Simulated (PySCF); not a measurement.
PySCF 2.14 output of an unrestricted PBE calculation on a single atom or ion in aug-cc-pVTZ with one added diffuse shell each of s, p, d, f, g type (9s8p6d4f3g, 118 functions), with no relativity, point nucleus:

```
SCF conv_tol = 1e-09
number electrons alpha = 14  beta = 9
    J. P. Perdew, K. Burke, and M. Ernzerhof.,  Phys. Rev. Lett. 77, 3865 (1996)
    J. P. Perdew, K. Burke, and M. Ernzerhof.,  Phys. Rev. Lett. 78, 1396 (1997)
    J. P. Perdew, K. Burke, and M. Ernzerhof.,  Phys. Rev. Lett. 77, 3865 (1996)
    J. P. Perdew, K. Burke, and M. Ernzerhof.,  Phys. Rev. Lett. 78, 1396 (1997)
cycle= 1 E= -1043.8867684678  delta_E= -0.014  |g|= 0.0559  |ddm|=  2.3
cycle= 2 E= -1043.88631328121  delta_E= 0.000455  |g|= 0.0736  |ddm|= 0.472
cycle= 3 E= -1043.88756718604  delta_E= -0.00125  |g|= 0.00181  |ddm|= 0.323
cycle= 4 E= -1043.88756782316  delta_E= -6.37e-07  |g|= 0.000221  |ddm|= 0.0111
cycle= 5 E= -1043.88756783485  delta_E= -1.17e-08  |g|= 9.31e-06  |ddm|= 0.00115
cycle= 6 E= -1043.88756783489  delta_E= -3.37e-11  |g|= 2.2e-06  |ddm|= 4.6e-05
converged SCF energy = -1043.88756783489  <S^2> = 8.75023  2S+1 = 6.0000767
```

The run itself started from symmetry-adapted Hartree-Fock orbitals and held the occupation by maximum overlap, on a logarithmic radial grid, so the iterations belong to that start.

Question: Which element, charge and spin multiplicity is this?

Answer: Cr⁺ (chromium, charge +1), multiplicity 6; the state was [Ar] 3d4 4s1, high-spin 6D determinant (an excited configuration).
